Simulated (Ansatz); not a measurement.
Basis-set extrapolation for `[NH2][AlH][BH]F` (PBE0-D4/def2-TZVP geometry, frozen core, Ansatz 0.2.0). Multiplicity 1, RHF reference.

```tsv
	def2-TZVPP	def2-QZVPP
HF	-422.968018	-422.983909
MP2 correlation	-0.637811	-0.689948
CCSD(T) correlation	-0.690941	not run
```

Energies in hartree. Use E(X) = E(∞) + A·exp(−7.88·√X) for Hartree–Fock and E(X) = E(∞) + B·X^(−2.97) for correlation, with X = 3 and 4, and add CCSD(T) minus MP2 of the smaller set to the MP2 limit.

Question: What is the CCSD(T) energy at the basis-set limit?

Answer: HF limit: -422.983909 + (-0.015891) × 0.13774 = -422.98610. MP2 limit: -0.689948 + (-0.052137) × 0.74074 = -0.72857. Higher-order term: -0.690941 − (-0.637811) = -0.05313. Total: -423.76780 hartree, 285.8 kJ/mol below CCSD(T)/def2-TZVPP.
